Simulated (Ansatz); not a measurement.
Species: sum formula AlHCl₂, charge 0, multiplicity 1. 
Geometry from a B3LYP-D3(BJ)/def2-TZVP (Ansatz, a program for electronic structure) optimisation:
```
Al
H 1 1.5570
Cl 1 2.0903 2 120.87
Cl 1 2.0903 2 120.87 3 180.00
```
Charge 0, spin multiplicity 1.

Atomisation energy built up term by term with Ansatz (kcal/mol; UHF references for open shells; valence terms freeze the core; atomic spin-orbit terms are left out). CBS marks a two-point X^-3 extrapolation of the correlation energy; Hartree-Fock from the larger set (for Q and 5 zeta extrapolated as (X+1)exp(-9√X)).

| term | basis | kcal/mol |
|---|---|---|
| Hartree-Fock | CBS(cc-pV(Q+d)Z,cc-pV(5+d)Z) | 221.81 |
| CCSD correlation | CBS(cc-pV(Q+d)Z,cc-pV(5+d)Z) | 56.11 |
| (T) | CBS(cc-pV(Q+d)Z,cc-pV(5+d)Z) | 5.23 |
| core correlation | cc-pwCVTZ | -0.62 |
| scalar relativity (X2C) | cc-pVTZ-DK against cc-pVTZ | -0.95 |
| sum: De |  | 281.6 |

(T) makes 1.8 % of the CCSD(T) atomisation energy; under 5 % is typical of single-reference molecules.
